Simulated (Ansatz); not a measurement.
Consider the redistribution: `NB(N)S` + `[F][Mg][O][SiH3]` → `NB(S)O[SiH3]` + `[NH2][Mg][F]`.

Program: Ansatz. Geometries: PBE0-D4/def2-TZVP. ΔE: electronic, gas phase. CBS: MP2 limit from def2 TZ/QZ plus the TZ coupled-cluster correction, frozen cores. DFT in def2-TZVPP. For Mg outer-core shells are correlated without core-valence functions, which leaves a few kJ/mol of doubt a bond. One conformer a species, not always the lowest.

(1) Is it downhill or uphill in electronic energy at CCSD(T)/CBS, and by how much? (An estimate is asked.)

(2) What do these levels give: B97M-V, BHLYP-D4, BLYP, HF/def2-TZVPP, MP2/def2-QZVPP, CCSD/CBS(def2)? (Estimate.)

Largest T1 diagnostic among the species: 0.012.

Results:

(1) Computed: Uphill: ΔE = +15.8 kcal/mol.

(2) The calculation gave: B97M-V 14.6, BHLYP-D4 14.7, BLYP 14.6, HF/def2-TZVPP 16.2, MP2/def2-QZVPP 16.2, CCSD/CBS(def2) 16.2 kcal/mol.

At CCSD(T), def2-SVP lies +0.8 kcal/mol from the extrapolated value and def2-TZVPP −1.2 kcal/mol. From PBE to PBE0 (25 % exact exchange), in def2-TZVPP and without D4, ΔE moves by +0.8 kcal/mol.
